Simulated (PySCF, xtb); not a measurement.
Ga(H)2(SiH3) (GaH5Si), SMILES [GaH2][SiH3].

GFN2-xTB (xtb) at its own geometry gives an orbital gap of 4.02 eV and a dipole moment of 2.23 D.

The structure is a stationary point at PBE0-D3(BJ)/def2-TZVP.

Question: What does PBE/def2-TZVPD (PySCF) give? (The exact figures need the calculation; the answer reports its results.)

Answer: gap 3.63 eV (levels -6.58 and -2.95 eV), dipole 0.11 D.
